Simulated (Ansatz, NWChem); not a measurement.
The same job for NWChem

Ansatz 0.2.0 runs this on GeS (germanium sulfide):

input.yaml:
```yaml
basis:
  gaussian:
    orbitals: def2-SVP
crystal:
  periodic: [false, false, false]
  atoms:
    - symbol: S
      position_ang: [0.000000, 0.000000, 0.000000]
    - symbol: Ge
      position_ang: [0.000000, 0.000000, 2.012086]
output: {forces: true, orbitals: {seedname: orbitals}}
total_charge: 0
accuracy: high
hamiltonian:
  xc: pbe0
```

```bash
$ ansatz run input.yaml --threads 1 --pin off --max-ram 2610MiB --events-out events.jsonl --progress --plain --runs-dir runs
```

Geometry: the measured bond length.

It gives a total energy of -2474.439452 Eh.

Q: How is this level of theory, on these atoms, set up in NWChem 7.3.0 as an input file of the program's own?

A: For example:

ges.xyz:
```
2
GeS PBE0
S      0.000000     0.000000     0.000000
Ge     0.000000     0.000000     2.012086
```

ges.nw:
```
start ges
title "GeS PBE0"
memory total 2200 mb
charge 0
geometry units angstroms noautosym nocenter noautoz
load ges.xyz
end
basis spherical bse
S library def2-SVP
Ge library def2-SVP
end
dft
xc pbe0
grid xfine
convergence energy 1e-08
iterations 100
mulliken
end
task dft gradient
```

```bash
$ nwchem ges.nw > ges.out
```

Its energy is -2474.439452 Eh, 0.000 mEh from the first.
